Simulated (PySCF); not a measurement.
## Two-component Hartree-Fock for Rh(27+) (rhodium, charge +27)

Start: [Ar]. Calculated with PySCF 2.14 in an even-tempered Gaussian basis (19 s from 4 bohr⁻², ratio 2.4; 14 p from 5.2 bohr⁻², ratio 2.4; 5 d from 23 bohr⁻², ratio 2.6; 4 f from 34 bohr⁻², ratio 2.6): generalised Hartree-Fock with the X2C-1e Hamiltonian and a Gaussian nucleus; one run each with spin-orbit coupling (SO) switched off, then screened by Boettger's factors.

```json
{"spinor shell": "1s1/2", "electrons": "2", "ε, spin-free (eV)": "-24606.1", "ε, screened SO (eV)": "-24604.8", "weight of nominal j (screened SO)": "1.000", "rms radius, screened SO (bohr)": "0.0374"}
{"spinor shell": "2s1/2", "electrons": "2", "ε, spin-free (eV)": "-4703.5", "ε, screened SO (eV)": "-4703.1", "weight of nominal j (screened SO)": "1.000", "rms radius, screened SO (bohr)": "0.152"}
{"spinor shell": "2p1/2", "electrons": "2", "ε, spin-free (eV)": "-4342.7", "ε, screened SO (eV)": "-4444.3", "weight of nominal j (screened SO)": "1.000", "rms radius, screened SO (bohr)": "0.132"}
{"spinor shell": "2p3/2", "electrons": "4", "ε, spin-free (eV)": "-4342.7", "ε, screened SO (eV)": "-4295.6", "weight of nominal j (screened SO)": "1.000", "rms radius, screened SO (bohr)": "0.136"}
{"spinor shell": "3s1/2", "electrons": "2", "ε, spin-free (eV)": "-1682.2", "ε, screened SO (eV)": "-1682.1", "weight of nominal j (screened SO)": "1.000", "rms radius, screened SO (bohr)": "0.377"}
{"spinor shell": "3p1/2", "electrons": "2", "ε, spin-free (eV)": "-1556.4", "ε, screened SO (eV)": "-1579.2", "weight of nominal j (screened SO)": "1.000", "rms radius, screened SO (bohr)": "0.366"}
{"spinor shell": "3p3/2", "electrons": "4", "ε, spin-free (eV)": "-1556.4", "ε, screened SO (eV)": "-1545.8", "weight of nominal j (screened SO)": "1.000", "rms radius, screened SO (bohr)": "0.374"}
```

```csv
quantity,spin-free,screened SO
E (hartree),-4292.18939,-4292.93880
M_J,0,0
⟨J²⟩,0.000,0.000
⟨L²⟩,0.000,0.006
⟨S²⟩,0.000,0.006
```

Breit and QED terms are absent; they matter most for the inner s and p1/2 levels.

Densities and radii are taken from the X2C orbitals without a picture-change correction, which distorts them close to the nucleus.

Without spin-orbit coupling the j labels of p, d and f shells carry no meaning; the spin-free column gives the mean over the occupied spinors of each nl shell.
